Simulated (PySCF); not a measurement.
## Worked example: entropy of an ideal gas

Si(H)(F)(Cl)(Me) (CH4ClFSi), SMILES C[SiH](F)Cl.

Geometry optimised at ωB97X-D3(BJ)/def2-SVP.

ωB97X-D3(BJ)/def2-SVP run with PySCF gives the harmonic wavenumbers 152, 192, 241, 285, 554, 690, 746, 779, 860, 901, 952, 1294, 1435, 1435, 2317, 3073, 3179, 3184 cm⁻¹ and the rotational temperatures 0.2888, 0.1579, 0.1143 K. The molar mass is 98.58 g/mol, the symmetry number 1, the spin multiplicity 1.

Q: Work out the entropy at 298.15 K and 1 atm in the rigid-rotor, harmonic-oscillator model.

A: 
Translation (Sackur–Tetrode at 1 atm): S = R[1.5 ln M + 2.5 ln T − 1.16487] = 166.0 J/(mol K).
Rotation: q = (√π/σ) T^1.5/√(θA θB θC) = 126000, S = R[ln q + 3/2] = 110.1 J/(mol K).
Vibration: with u = 1.4388 ν/T, each mode gives R[u/(e^u − 1) − ln(1 − e^−u)]:
```csv
ν (cm⁻¹),modes,u,S (J/(mol K))
152,1,0.73,11.08
192,1,0.93,9.24
241,1,1.16,7.51
285,1,1.38,6.29
554,1,2.67,2.24
690,1,3.33,1.33
746,1,3.60,1.07
779,1,3.76,0.94
860,1,4.15,0.68
901,1,4.35,0.58
952,1,4.59,0.47
1294,1,6.24,0.12
1435,2,6.92,0.13
```
The stiffer modes add less than 0.005 each. Sum 41.7 J/(mol K).
Spin: R ln 1 = 0.0 J/(mol K).
Total 317.8 J/(mol K); the program's own thermochemistry gives 317.8. Translation makes up 52 % and vibration 13 %. Anharmonicity, hindered rotation and orbital degeneracy are left out.
